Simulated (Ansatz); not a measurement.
Here is a job for Ansatz (an electronic-structure program).
Ansatz 0.2 input:
```yaml
crystal:
  periodic: [false, false, false]
  atoms:
    - {symbol: O, position_ang: [0.00956971, 0.00206403, 0.11338892]}
    - {symbol: H, position_ang: [-0.05579359, 0.76362201, -0.46612807]}
    - {symbol: H, position_ang: [-0.02076411, -0.78013425, -0.44098332]}
basis:
  gaussian:
    orbitals: aug-cc-pVTZ
magnetization: {spin_polarized: false}
correlation: {method: mp2}
```

Task: What number of basis functions does Ansatz with MP2/aug-cc-pVTZ give?

Result: 92

Task: Give the MP2 correlation energy at the level MP2/aug-cc-pVTZ.

Result: -0.2683 Eh

Task: Estimate the total energy that MP2/aug-cc-pVTZ returns for this input.

Result: -76.3288 Eh
